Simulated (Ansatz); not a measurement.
Consider the cleavage of the Si–Al bond: `N[Si](O)([AlH2])[SiH3]` + NH₃ → `N[Si](N)(O)[SiH3]` + `[AlH3]`.

Program: Ansatz. Geometries: PBE0-D4/def2-TZVP. ΔE: electronic, gas phase. CCSD(T)/CBS is the MP2 limit (def2-TZVPP, def2-QZVPP) plus CCSD(T) − MP2 in def2-TZVPP, frozen cores. This one scheme is used for every species. DFT in def2-TZVPP. B3LYP here is the variant with VWN-RPA as its local correlation; programs differ in this. One conformer a species, not always the lowest.

```
             level  ΔE (kJ/mol)  difference from CCSD(T)/CBS
            PBE-D4        -58.0                         21.9
         r2SCAN-D4        -77.6                          2.3
           PBE0-D4        -67.0                         12.9
          B3LYP-D4        -78.8                          1.1
            B2PLYP        -83.2                         -3.3
            r2SCAN        -77.6                          2.3
              PBE0        -67.2                         12.7
             B3LYP        -78.6                          1.3
     HF/def2-TZVPP       -100.3                        -20.4
    MP2/def2-TZVPP        -87.9                         -8.0
   CCSD/def2-TZVPP        -83.8                         -3.9
CCSD(T)/def2-TZVPP        -80.7                         -0.8
     HF/def2-QZVPP       -101.5                        -21.6
    MP2/def2-QZVPP        -87.9                         -8.0
     MP2/CBS(def2)        -87.1                         -7.2
    CCSD/CBS(def2)        -83.0                         -3.1
       CCSD(T)/CBS        -79.9                            0
```

Largest T1 diagnostic among the species: 0.013.

In def2-TZVPP, CCSD(T) changes the Hartree–Fock value by +19.6 kJ/mol (the triples alone add +3.1 kJ/mol) and MP2 by +12.4 kJ/mol. From PBE to PBE0 (25 % exact exchange), in def2-TZVPP and without D4, ΔE moves by −9.5 kJ/mol.
